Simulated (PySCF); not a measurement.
How methods differ on the excitation energy of Sr

Sr [Kr] 5s2 (1S) → Sr [Kr] 5s1 5p1, s spin flipped, as a difference of total energies. Calculation: PySCF 2.14, in def2-QZVPPD with the def2 core potential (28 electrons); scalar relativity through the core potential. Correlated levels: valence: 4s2 4p6 frozen. The calculations carry no spin-orbit coupling.

```csv
method,excitation energy (eV)
UHF,1.917
MP2 (valence),2.095
SCS-MP2 (valence),2.131
```

**Question.** How much does correlation contribute at MP2 (valence)?

**Answer.** 2.095 − (1.917) = 0.178 eV, measured against UHF.

The upper determinant mixes two multiplicities, so it lies between the two terms.

The coupled-cluster amplitudes are large for the upper state (T1 above 0.03 or a double amplitude above 0.15), so a single reference is strained.
